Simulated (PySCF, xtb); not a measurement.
CSi2, SMILES [Si]=C=[Si] (connectivity only; charge and spin as stated), neutral, multiplicity 1.

GFN2-xTB run with xtb at its own geometry gives an orbital gap of 2.23 eV and a dipole moment of 0.00 D.

Geometry optimised at r2SCAN-D4/def2-TZVP. The geometry has at least one imaginary mode, so it is a saddle point at that level.

What does PySCF with M06-2X/def2-TZVPD give? (Estimate from the structure and the level; the computed values follow.)

gap 6.12 eV (levels -8.12 and -2.00 eV), dipole 0.00 D.
